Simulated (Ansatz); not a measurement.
Sr₄Te₅⁻. The state is a doublet with charge -1. Geometry PBE-D4/def2-SVP; atoms count from 1.

| atom | x (Å) | y (Å) | z (Å) |
| --- | --- | --- | --- |
| Sr1 | -0.4213 | -2.4672 | 1.1887 |
| Sr2 | 1.7818 | 1.0939 | 0.7261 |
| Sr3 | -1.8114 | 1.2533 | -0.2166 |
| Sr4 | 0.5957 | -1.3212 | -2.4938 |
| Te5 | -0.7089 | 0.2032 | 2.7365 |
| Te6 | -2.2936 | -1.8563 | -1.2857 |
| Te7 | 2.4666 | -2.0673 | -0.0368 |
| Te8 | -0.2808 | 3.4123 | 1.6468 |
| Te9 | 0.6718 | 1.7493 | -2.2650 |

In the def2 sets Sr, Te take a core potential; there is no spin–orbit coupling. The structure comes from a short search, and lower isomers may exist.

(1) Estimate the Mulliken populations from the PBE0/def2-SVP orbitals of Ansatz.

(2) Where does the spin sit?

(3) And the Mayer bond orders between bonded heavy atoms (over 0.3)?

Answers

(1) 
```csv
atom,charge (e),spin (α − β)
Sr1,0.50,0.12
Sr2,0.60,-0.03
Sr3,0.60,-0.03
Sr4,0.52,0.01
Te5,-0.59,0.21
Te6,-0.74,0.00
Te7,-0.74,0.00
Te8,-0.50,0.72
Te9,-0.66,0.01
```
Mulliken values and Mayer orders depend strongly on the basis.

(2) Summed by element: Sr 0.06, Te 0.94, of 1 unpaired in all. Largest on single atoms: Te8 0.72, Te5 0.21, Sr1 0.12.

(3) Sr1–Te5 0.78 (3.10 Å); Sr1–Te6 0.76 (3.16 Å); Sr1–Te7 0.76 (3.16 Å); Sr2–Te5 0.52 (3.32 Å); Sr2–Te7 0.46 (3.32 Å); Sr2–Te8 0.60 (3.24 Å); Sr2–Te9 0.62 (3.26 Å); Sr3–Te5 0.52 (3.32 Å); Sr3–Te6 0.46 (3.32 Å); Sr3–Te8 0.60 (3.24 Å); Sr3–Te9 0.62 (3.26 Å); Sr4–Te6 0.74 (3.18 Å); Sr4–Te7 0.74 (3.18 Å); Sr4–Te9 0.83 (3.08 Å). Values over 0.3 also appear between atoms too far apart for a bond (Te5–Te8 0.30 at 3.42 Å); they arise where an orbital or an unpaired electron spreads over both atoms.
